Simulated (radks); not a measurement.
The nitrogen anion N-, [He] 2s2 2p4, held by a Watson sphere: a shell of charge +1 at radius R that stands for the Madelung well of a crystal (potential energy -1/R inside, -1/r outside, in hartree with lengths in bohr). Calculated with a radial shooting solver on a logarithmic mesh with Libxc functionals: scalar-relativistic Kohn-Sham, LDA (Slater exchange, Perdew-Wang correlation), spin-polarised, spherical densities, point nucleus; open shells are filled with parallel spins first. Response by self-consistent Sternheimer equations with the Hartree and adiabatic LDA kernel, the relativistic mass of each level held fixed and spin-orbit coupling left out. The sphere does not respond.

R (bohr),e(2s down) (eV),e(2p up) (eV),e(2p down) (eV),<r> 2p (bohr),sum of <r^2> (bohr^2),X-ray form factor at sin(theta)/lambda = 0.1 1/angstrom,alpha (bohr^3)
2.16,-16.140,-7.554,-5.344,1.738,18.69,6.827,14.94
2.24,-15.961,-7.400,-5.203,1.755,18.95,6.814,15.64
2.34,-15.745,-7.211,-5.030,1.777,19.27,6.800,16.54
2.42,-15.577,-7.063,-4.894,1.793,19.51,6.789,17.30
2.67,-15.086,-6.625,-4.485,1.844,20.25,6.757,19.86
2.72,-14.994,-6.541,-4.406,1.854,20.39,6.751,20.41
3.3,-14.052,-5.673,-3.578,1.970,21.92,6.693,27.83
3.44,-13.857,-5.490,-3.400,1.998,22.26,6.682,29.96
3.72,-13.499,-5.153,-3.071,2.053,22.92,6.662,34.71
